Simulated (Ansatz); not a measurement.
# Worked example: C2H5ClSi2 + C2H5Ge → C2H5Si2 + C2H5ClGe

Gas-phase species: C2H5ClSi2 `[SiH3]C#C[SiH2]Cl`, singlet; C2H5Ge `C=[CH][GeH2]`, doublet; C2H5Si2 `[SiH2]C#C[SiH3]`, doublet; C2H5ClGe `C=[CH][GeH2][Cl]`, singlet. A radical takes Cl: the energy is the difference in strength between the Si–Cl bond broken and the Ge–Cl bond made.

Shapes, held fixed at every level: PBE0-D4/def2-TZVP. Flexible molecules stand in one conformer, not always the lowest. Programs: Ansatz 0.2.0. Electronic energies: no zero-point or thermal term.

At B2PLYP/def2-TZVPP; 1 Eh = 2625.50 kJ/mol:

```
  species   energy (Eh)
C2H5ClSi2  -1118.027104
   C2H5Ge  -2155.730965
  C2H5Si2   -657.834609
 C2H5ClGe  -2615.907485
```

Problem. Work out ΔE of the reaction at this level.

Solution. 
1. Products less reactants: (-657.834609) + (-2615.907485) − [(-1118.027104) + (-2155.730965)] = 0.015975 Eh = +41.9 kJ/mol.

Other levels give +35.1 (SPW92/def2-TZVPP) to +48.3 kJ/mol (wB97M-V/def2-TZVPP). No measured value is set beside it here. Spin contamination: C2H5Ge (⟨S²⟩ up to 0.88), C2H5Si2 (⟨S²⟩ up to 0.88). Open shells run unrestricted. Relativity is left out for Ge. Outer-core shells of Ge are correlated, in sets that cover them unevenly.
